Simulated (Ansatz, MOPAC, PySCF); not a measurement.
Molecule: CBrF2, net charge 0, doublet state. SMILES: F[C](F)Br
Geometry: optimised at B3LYP-D3(BJ)/def2-TZVP (Ansatz, an electronic-structure program).

Property: vertical ionisation energy to the singlet, in eV. Conventions: non-relativistic; dispersion terms only where a functional's name holds one; PM7 with its own dispersion and hydrogen-bond terms; spin-orbit terms left out; six Cartesian d functions in 6-31G* and its kin unless marked 5d; LANL2DZ with its own core potentials from Na on; valence correlation only (noble-gas shells and the d and f shells of earlier blocks); each state is the SCF solution reached for its charge and spin; UHF or UKS for open shells. First-principles rows: single points at B3LYP-D3(BJ) geometries (Ansatz). Semi-empirical rows: differences of heats of formation at the shared geometry for vertical values.

| level | program | vertical ionisation energy to the singlet (eV) |
|---|---|---|
| PM3 | MOPAC | 10.53 |
| PM6 | MOPAC | 10.28 |
| PM7 | MOPAC | 10.12 |
| HF/6-31G* | Ansatz | 10.04 |
| PBE/6-31G* with LANL2DZ past Ar | Ansatz | 9.23 |
| B3LYP/3-21G | Ansatz | 9.43 |
| B3LYP/6-31G* | Ansatz | 9.61 |
| B3LYP/6-31G* with LANL2DZ past Ar | Ansatz | 9.65 |
| M06-2X/6-31G* with LANL2DZ past Ar (5d) | PySCF | 9.82 |
| MP2/6-31G* with LANL2DZ past Ar | Ansatz | 9.22 |
| PBE0/def2-TZVPD | Ansatz | 9.89 |
| wB97M-V/def2-TZVPD | Ansatz | 9.71 |
| wB97X-V/def2-TZVPD | Ansatz | 9.86 |

No value to compare with is used here. The 10 habitual levels span 9.22 (MP2/6-31G* with LANL2DZ past Ar) to 10.53 eV (PM3); wB97X-V/def2-TZVPD gives 9.86.

The levels are drawn from those run, B3LYP/6-31G* more often than the rest, none by its result; left out are runs that failed, that the program found above a lower state of the same kind, or whose <S^2> lies over 0.5 above the pure value.
